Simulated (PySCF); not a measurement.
Computed shifts of a molecule C₂H₇FSi₂, PySCF with PBE/pcSseg-1, GIAO, gas phase, atoms alike by connectivity averaged where their shifts nearly agree, in ppm (number of nuclei): ¹⁹F: -256.6 (1). ²⁹Si: 0.9 (1), -79.2 (1). ¹³C: 156.1 (1), 154.8 (1). ¹H: 7.61 (1), 7.11 (1), 5.97 (2), 4.60 (3). References: ¹⁹F against CFCl3 (σ = 133.6 ppm); ²⁹Si against TMS (σ = 335.4 ppm); ¹³C against TMS (σ = 182.0 ppm); ¹H against TMS (σ = 31.49 ppm), references at their B3LYP-D3(BJ)/def2-TZVP geometries, non-relativistic. Coordinates come from a PBE0-D3(BJ)/def2-SVP optimisation. The values are those of a single conformer.

Task: Identify the compound among the candidates.
A) F[SiH2]/C=C\[SiH3]
B) F/C=C\[SiH2][SiH3]
C) FC1[SiH2]C[SiH2]1
D) F[Si@@H]1CC[SiH2]1

Result: A, F[SiH2]/C=C\[SiH3]
